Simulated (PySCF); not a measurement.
Computed Raman spectrum (relative Raman activity) of a molecule C2H8AlN. Geometry optimised at B3LYP-D3(BJ)/def2-SVP. Other conformers were not sampled. Calculation: B3LYP-D3(BJ)/def2-SVP (PySCF). Frequencies are harmonic and unscaled.

Lines under 2 % of the strongest are left out, and lines within 2 cm⁻¹ are merged.

ν (cm⁻¹): 544 (w), 844 (vw), 1425 (w), 1433 (w), 1531 (vw), 3012 (vs), 3087 (s), 3106 (s), 3565 (s), 3649 (m) (against the strongest line: vs over 80 %, s over 45 %, m over 15 %, w over 4 %, vw less)

**Question.** Identify the compound among the candidates.
A. [CH3][Al]([CH3])[NH2]
B. C[NH][AlH][CH3]
C. C[CH2][AlH][NH2]
D. C[N](C)[AlH2]

**Answer.** A, [CH3][Al]([CH3])[NH2]
